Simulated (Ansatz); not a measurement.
Species: sum formula HSiO$_{2}$F$_{2}$, charge 0, multiplicity 2. It need not be the lowest isomer of its formula. SMILES: [O][Si](O)(F)F
Coordinates optimised at B3LYP-D3(BJ)/def2-TZVP (Ansatz, an electronic-structure program):
```
Si
F 1 1.5738
F 1 1.5800 2 106.85
O 1 1.6155 2 107.46 3 123.06
H 4 0.9614 1 120.05 2 -176.79
O 1 1.6504 2 113.29 3 -119.45
```
Charge 0, spin multiplicity 2.

Wanted: atomisation energy (electronic, to ground-state atoms), in kJ/mol. Cores are frozen in the correlated levels unless marked. Open shells are spin-unrestricted. No spin-orbit coupling. Non-relativistic unless marked X2C. The coupled-cluster limit lacks core correlation, which all-electron functionals hold. CBS marks a two-point X^-3 extrapolation of the correlation energy; Hartree-Fock from the larger set (for Q and 5 zeta extrapolated as (X+1)exp(-9√X)).

```tsv
level	program	atomisation energy (kJ/mol)
HF/cc-pV(5+d)Z	Ansatz	1823.0
```

Q: Predict the CCSD(T)/CBS(cc-pV(Q+d)Z,cc-pV(5+d)Z) result (Ansatz).

A: 2556.4 kJ/mol, so HF/cc-pV(5+d)Z differs from it by -733.4 kJ/mol.
